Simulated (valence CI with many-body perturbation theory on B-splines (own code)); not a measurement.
**Pd³⁹⁺: electric-dipole lines**

Calculated by relativistic CI+MBPT: five valence electrons over a frozen Dirac-Fock core [He], a basis of 11 s, 11 p, 10 d, 8 f, 5 g, 2 h functions for each j, with the one-electron correlation potential Σ1, the two-electron term Σ2, the three-electron term Σ3, Breit, model QED; selected CI, second order for the rest, scaled by the run's own slope (own B-spline code, finite nucleus).

The last digits are not significant, and no measured levels were compared; by estimate large intervals hold to a few tenths of a per cent, small ones and those within an open d or f shell to about a per cent. Among the levels kept, up to 7100 cm⁻¹ of a level comes from second order outside the variational space, and about a tenth of that is noise between levels of different J, which matters for small intervals.

Lines 201 to 250 of 589 in falling wavelength, among levels below 32646 × 10³ cm⁻¹, chosen from the strongest by gf and those to the six lowest levels. Wavelengths and rates use the calculated energies. Electric multipoles are in the length gauge, E1 and E2 with the static RPA response of the core. Weak lines are less certain than strong ones. Lines between different terms over intervals too small for the method are left out, as are lines whose strength nearly cancels. Where a level lies close to another of its J and parity, the split of strength between their lines is uncertain. The highest levels of a list are the least certain.

Levels are named by their leading jj configuration (3d3/2^4 stands for four electrons in 3d with j = 3/2), which in mixed levels can hold well under half, so a name can repeat and another be missing. Letters in brackets count levels of one name in rising energy.

```
λ vac (Å)                               Upper                               Lower   A (s⁻¹)  log gf  Branch %
    35.13  (2s 2p1/2 2p3/2^2 3p3/2) J=7/2 [c]  (2s^2 2p1/2 2p3/2 3p3/2) J=5/2 [b]  6.99e+10   -0.98       0.2
    35.06  (2s 2p1/2^2 2p3/2 3d5/2) J=7/2 [b]          (2s^2 2p1/2^2 3d5/2) J=5/2  1.90e+11   -0.55       0.5
    35.01          (2p1/2^2 2p3/2^2 3s) J=3/2         (2s 2p1/2^2 2p3/2 3s) J=1/2  1.16e+11   -1.07       0.4
    34.99  (2s 2p1/2 2p3/2^2 3d5/2) J=7/2 [d]  (2s^2 2p1/2 2p3/2 3d5/2) J=7/2 [b]  8.05e+10   -0.93       0.2
    34.83            (2s 2p1/2 2p3/2^3) J=5/2          (2s^2 2p1/2 2p3/2^2) J=5/2  2.39e+11   -0.58      91.2
    34.81  (2s 2p1/2^2 2p3/2 3p3/2) J=5/2 [b]          (2s^2 2p1/2^2 3p3/2) J=3/2  2.43e+11   -0.58       0.8
    34.68  (2s 2p1/2 2p3/2^2 3d5/2) J=7/2 [e]  (2s^2 2p1/2 2p3/2 3d5/2) J=7/2 [b]  1.41e+11   -0.69       0.1
    34.52            (2s 2p1/2 2p3/2^3) J=1/2          (2s^2 2p1/2 2p3/2^2) J=1/2  1.90e+11   -1.17      27.6
    34.50      (2s 2p1/2^2 2p3/2 3p1/2) J=1/2          (2s^2 2p1/2^2 3p1/2) J=1/2  2.60e+11   -1.03       2.4
    34.50  (2s 2p1/2 2p3/2^2 3d5/2) J=5/2 [f]  (2s^2 2p1/2 2p3/2 3d5/2) J=3/2 [b]  1.08e+11   -0.94       0.1
    34.47  (2s 2p1/2^2 2p3/2 3d3/2) J=5/2 [b]          (2s^2 2p1/2^2 3d3/2) J=3/2  2.02e+11   -0.67       2.2
    34.26         (2s 2p1/2^2 2p3/2 3s) J=1/2             (2s^2 2p1/2^2 3s) J=1/2  2.75e+11   -1.01       1.0
    34.25  (2s 2p1/2 2p3/2^2 3p3/2) J=5/2 [e]  (2s^2 2p1/2 2p3/2 3p3/2) J=5/2 [b]  2.29e+11   -0.62       3.7
    34.25  (2s 2p1/2^2 2p3/2 3d3/2) J=3/2 [b]          (2s^2 2p1/2^2 3d3/2) J=3/2  1.86e+11   -0.88       0.2
    34.24     (2s 2p1/2 2p3/2^2 3s) J=1/2 [a]     (2s^2 2p1/2 2p3/2 3s) J=3/2 [a]  2.33e+11   -1.09       1.4
    34.22  (2s 2p1/2 2p3/2^2 3d5/2) J=3/2 [e]      (2s^2 2p1/2 2p3/2 3d5/2) J=1/2  1.21e+11   -1.07       0.1
    34.22  (2s 2p1/2^2 2p3/2 3p1/2) J=3/2 [b]          (2s^2 2p1/2^2 3p1/2) J=1/2  1.99e+11   -0.85       0.4
    34.20  (2s 2p1/2 2p3/2^2 3d5/2) J=3/2 [e]  (2s^2 2p1/2 2p3/2 3d5/2) J=3/2 [b]  1.24e+11   -1.06       0.1
    34.16               (2p1/2 2p3/2^4) J=1/2        (2s 2p1/2 2p3/2^3) J=3/2 [b]  6.35e+11   -0.65      63.6
    34.11  (2s 2p1/2^2 2p3/2 3d5/2) J=5/2 [b]          (2s^2 2p1/2^2 3d5/2) J=5/2  2.45e+11   -0.59       0.2
    34.09  (2s 2p1/2^2 2p3/2 3p3/2) J=3/2 [b]          (2s^2 2p1/2^2 3p3/2) J=3/2  2.65e+11   -0.73       0.9
    34.06  (2s 2p1/2 2p3/2^2 3d5/2) J=5/2 [f]  (2s^2 2p1/2 2p3/2 3d5/2) J=5/2 [b]  1.46e+11   -0.82       0.1
    34.00  (2s 2p1/2 2p3/2^2 3d3/2) J=5/2 [d]  (2s^2 2p1/2 2p3/2 3d5/2) J=5/2 [a]  1.53e+11   -0.80       0.1
    33.98     (2s 2p1/2^2 2p3/2 3s) J=3/2 [b]             (2s^2 2p1/2^2 3s) J=1/2  2.58e+11   -0.75       1.7
    33.95  (2s 2p1/2 2p3/2^2 3d3/2) J=7/2 [c]      (2s^2 2p1/2 2p3/2 3d3/2) J=7/2  1.01e+11   -0.86       3.5
    33.95  (2s 2p1/2^2 2p3/2 3d5/2) J=3/2 [b]          (2s^2 2p1/2^2 3d5/2) J=5/2  2.91e+11   -0.70       0.3
    33.91  (2s 2p1/2 2p3/2^2 3p3/2) J=3/2 [c]  (2s^2 2p1/2 2p3/2 3p3/2) J=5/2 [a]  1.91e+11   -0.88       0.8
    33.91     (2s 2p1/2 2p3/2^2 3s) J=3/2 [c]     (2s^2 2p1/2 2p3/2 3s) J=3/2 [b]  1.39e+11   -1.02       0.2
    33.91  (2s 2p1/2 2p3/2^2 3p3/2) J=1/2 [b]  (2s^2 2p1/2 2p3/2 3p3/2) J=3/2 [a]  2.87e+11   -1.01       1.9
    33.89  (2s 2p1/2 2p3/2^2 3d5/2) J=5/2 [c]  (2s^2 2p1/2 2p3/2 3d5/2) J=7/2 [a]  1.84e+11   -0.72       0.3
    33.88  (2s 2p1/2 2p3/2^2 3d3/2) J=3/2 [e]         (2s^2 2p3/2^2 3s) J=5/2 [b]  1.36e+11   -1.03       0.1
    33.85  (2s 2p1/2^2 2p3/2 3d3/2) J=1/2 [b]          (2s^2 2p1/2^2 3d3/2) J=3/2  2.61e+11   -1.05       0.7
    33.82  (2s 2p1/2 2p3/2^2 3p3/2) J=7/2 [c]      (2s^2 2p1/2 2p3/2 3p3/2) J=7/2  3.42e+11   -0.33       0.9
    33.80  (2s 2p1/2 2p3/2^2 3d5/2) J=9/2 [c]      (2s^2 2p1/2 2p3/2 3d5/2) J=9/2  2.93e+11   -0.30      38.7
    33.77  (2s 2p1/2^2 2p3/2 3p3/2) J=1/2 [b]          (2s^2 2p1/2^2 3p3/2) J=3/2  2.81e+11   -1.02       8.1
    33.74  (2s 2p1/2 2p3/2^2 3p1/2) J=5/2 [c]      (2s^2 2p1/2 2p3/2 3p1/2) J=5/2  3.82e+11   -0.41       1.9
    33.74  (2s 2p1/2 2p3/2^2 3d3/2) J=3/2 [f]  (2s^2 2p1/2 2p3/2 3d3/2) J=3/2 [b]  1.40e+11   -1.02       0.1
    33.73  (2s 2p1/2 2p3/2^2 3p3/2) J=3/2 [b]      (2s^2 2p1/2 2p3/2 3p1/2) J=5/2  1.78e+11   -0.91       0.5
    33.71     (2s 2p1/2 2p3/2^2 3s) J=3/2 [d]     (2s^2 2p1/2 2p3/2 3s) J=3/2 [b]  2.81e+11   -0.72       0.6
    33.68  (2s 2p1/2 2p3/2^2 3d3/2) J=7/2 [c]  (2s^2 2p1/2 2p3/2 3d5/2) J=7/2 [a]  1.75e+11   -0.62       6.1
    33.63  (2s 2p1/2 2p3/2^2 3d3/2) J=1/2 [d]  (2s^2 2p1/2 2p3/2 3d3/2) J=1/2 [b]  3.09e+11   -0.98       0.1
    33.58  (2s 2p1/2 2p3/2^2 3p1/2) J=3/2 [b]  (2s^2 2p1/2 2p3/2 3p1/2) J=3/2 [a]  2.83e+11   -0.72       0.7
    33.56  (2s 2p1/2 2p3/2^2 3d5/2) J=7/2 [c]      (2s^2 2p1/2 2p3/2 3d3/2) J=7/2  2.08e+11   -0.55       0.5
    33.55     (2s 2p1/2 2p3/2^2 3s) J=5/2 [c]         (2s^2 2p1/2 2p3/2 3s) J=5/2  3.06e+11   -0.51       0.3
    33.53  (2s 2p1/2 2p3/2^2 3p1/2) J=1/2 [b]  (2s^2 2p1/2 2p3/2 3p1/2) J=3/2 [a]  3.20e+11   -0.97       0.6
    33.52  (2s 2p1/2 2p3/2^2 3d3/2) J=3/2 [e]         (2s^2 2p3/2^2 3s) J=5/2 [a]  1.37e+11   -1.03       0.1
    33.51  (2s 2p1/2 2p3/2^2 3d3/2) J=5/2 [c]      (2s^2 2p1/2 2p3/2 3d3/2) J=5/2  1.04e+11   -0.98       0.1
    33.47  (2s 2p1/2 2p3/2^2 3p1/2) J=3/2 [d]  (2s^2 2p1/2 2p3/2 3p1/2) J=3/2 [b]  4.21e+11   -0.55       1.6
    33.46  (2s 2p1/2 2p3/2^2 3d5/2) J=7/2 [d]      (2s^2 2p1/2 2p3/2 3d5/2) J=9/2  2.72e+11   -0.44       0.5
    33.46     (2s 2p1/2 2p3/2^2 3s) J=3/2 [c]         (2s^2 2p1/2 2p3/2 3s) J=5/2  2.67e+11   -0.75       0.4
```

Task: How does gf follow from A for the line at 35.13 Å?

Result: gf = 1.4992 × (2J+1)_upper × A / σ², with σ = 2846311 cm⁻¹ and 2J+1 = 8: gf = 0.104.
